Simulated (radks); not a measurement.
Values are calculated unless marked as measured or tabulated.
Q: Ionisation of the hafnium ion Hf3+, [Xe] 4f14 5d1, to Hf4+, [Xe] 4f14, under several functionals. Scalar-relativistic Kohn-Sham, spin-unpolarised, spherical densities, point nucleus; a radial shooting solver on a logarithmic mesh with Libxc functionals. Known Delta-SCF values: LDA (Slater exchange, Perdew-Zunger correlation) 33.138 eV. What does PW91 give, and what is its highest occupied eigenvalue?

A: 32.964 eV by Delta-SCF; the 5d eigenvalue is -27.210 eV. NIST: 33.37 eV (semi-empirical).

Beside tabulated values, note that spin-unpolarised runs miss the spin-polarisation part of the exchange energy of open shells.
